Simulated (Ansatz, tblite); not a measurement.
Spin states of the cluster Cu5H5 (the lowest singlet isomer of a short search), each relaxed with PBE-D4/def2-SVP in Ansatz. Electronic energies in the gas phase.

The 6-31G sets use Cartesian d functions. The xTB rows come from tblite. B3LYP takes the VWN-RPA correlation. Correlated methods freeze 45 core orbitals. Another isomer (singlet) lies 0.02 eV lower at PBE0-D4/def2-TZVP.

Singlet geometry:

Cartesian coordinates in Å:
```
Cu 1.177 1.335 -0.957
Cu -1.746 -0.999 -0.107
Cu 1.736 0.137 1.017
Cu -0.199 -1.075 1.700
Cu -0.970 0.618 -1.663
H -2.081 -0.551 -1.622
H 1.250 -0.705 2.303
H 2.510 0.985 -0.119
H 0.007 1.877 -1.932
H -1.683 -1.621 1.380
```

Triplet geometry (C2v within 0.1 Å):

```xyz
10

Cu   -0.4657    0.8684   -0.1145
Cu   -0.1078   -1.3779    1.0380
Cu    1.0677    1.2040   -1.8756
Cu    1.3125   -0.8499   -0.7360
Cu   -1.7948    0.1390    1.6927
H    -1.3198   -1.3303    2.2089
H     2.0717   -0.0692   -2.0228
H    -0.1445    2.1029   -1.2697
H    -1.7938    1.4895    0.7866
H     1.1744   -2.1765    0.2925
```

Quintet geometry (C2 within 0.1 Å):

```xyz
10

Cu    0.5833    1.6683   -0.4716
Cu   -1.9239   -1.0414    0.7757
Cu    1.7162   -0.4381   -0.4488
Cu   -0.5561   -0.5095   -1.0731
Cu    0.0031    0.2184    1.2942
H    -1.4765   -0.1335    2.0793
H     0.8442   -1.1237   -1.7998
H     2.1378    1.1437   -0.8532
H     0.4880    1.8417    1.2623
H    -1.8162   -1.6258   -0.7648
```

⟨S²⟩: triplet 2.01 at PBE0-D4/def2-TZVP (pure 2.00), quintet 6.02 at PBE0-D4/def2-TZVP (pure 6.00).

Run but left out: GFN2-xTB (tight binding far off the other levels).

Only these spin states were relaxed. The triplet has other bonds than the singlet, so the gap mixes isomer and spin. The quintet has other bonds than the singlet, so the gap mixes isomer and spin.

Second-order perturbation terms are unreliable where d shells bring near-degenerate states, and here MP2/def2-TZVP lies more than 0.4 eV from the median of the functionals without such a term.

Problem. Estimate which spin state lies lowest at each of these levels, and by how much: GFN1-xTB; HF/6-31G; HF/def2-TZVP; PBE-D4/def2-TZVP; r2SCAN-D4/def2-TZVP; B3LYP-D4/6-31G; PBE0-D4/def2-TZVP; MP2/def2-TZVP.

Solution. 
```
              level  triplet − singlet (kcal/mol)  quintet − singlet (kcal/mol)  lowest of these
           GFN1-xTB                          43.1                         100.0          singlet
           HF/6-31G                          17.1                          32.0          singlet
       HF/def2-TZVP                          48.0                         102.0          singlet
   PBE-D4/def2-TZVP                          50.5                         112.1          singlet
r2SCAN-D4/def2-TZVP                          49.4                         110.1          singlet
     B3LYP-D4/6-31G                          32.3                          71.1          singlet
  PBE0-D4/def2-TZVP                          62.3                         131.2          singlet
      MP2/def2-TZVP                         110.1                         242.0          singlet
```

Change of the quintet − singlet gap on mixing in exact exchange, in kcal/mol: PBE to PBE0 (25 % exact exchange) 19.1. The xTB methods have no spin-polarisation term.
